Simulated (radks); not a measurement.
Species: Tm4+. Configuration: [Kr] 4d10 4f11 5s1.5 5p6 6p0.5 (fractional occupations, a model configuration).

Method: scalar-relativistic Kohn-Sham, LDA (Slater exchange, Perdew-Wang correlation), spin-polarised, spherical densities, finite nucleus; open shells are filled with parallel spins first (spin-orbit coupling, left out, can overturn this in heavy ions); Fermi nuclear charge, rms radius 5.2256 fm; computed with a radial shooting solver on a logarithmic mesh with Libxc functionals.

Energy parts (eV):
part                      energy
total                 -368792.47
kinetic                400678.73
electron-nucleus      -902761.16
Hartree                140760.18
exchange-correlation    -7470.22

Orbitals (lengths in bohr, moments of r in powers of bohr; r(90%) holds 90 % of the orbital's charge):
orbital  occ.  eigenvalue (eV)  r(90%)
1s up       1        -59282.46  0.0363
1s down     1        -59282.37  0.0363
2s up       1        -10054.11   0.132
2s down     1        -10053.99   0.132
2p up       3        -8889.447   0.123
2p down     3        -8889.344   0.123
3s up       1        -2308.026   0.324
3s down     1        -2306.474   0.324
3p up       3        -1955.226   0.330
3p down     3        -1953.680   0.330
3d up       5        -1518.048   0.311
3d down     5        -1516.832   0.311
4s up       1        -504.2271   0.714
4s down     1        -501.2143   0.714
4p up       3        -387.8879   0.767
4p down     3        -384.9248   0.767
4d up       5        -233.1698   0.852
4d down     5        -230.2585   0.853
4f up       7         -62.8083    1.18
4f down     4         -60.0479    1.19
5s up       1        -106.4404    1.68
5s down   0.5        -104.6780    1.69
5p up       3         -77.0415    1.94
5p down     3         -75.6129    1.96
6p up     0.5         -28.8493    4.32
6p down     0         -27.9292    4.37

The highest occupied level is 6p up at -28.849 eV. Summed over all electrons, <r^2> = 33.92 bohr^2, which gives a Langevin (diamagnetic) susceptibility term of -26.9 x 10^-6 cm^3/mol. The electron density at the nucleus is 9.98e+05 e/bohr^3 (large components only). The spin density at the nucleus is 260.5 e/bohr^3 (1s 0.7, 2s -0.9, 3s -10.2, 4s 2.5, 5s 268.3). The density falls to 0.001 e/bohr^3 at r = 3.66 bohr. Spin moment in Bohr magnetons: 4.
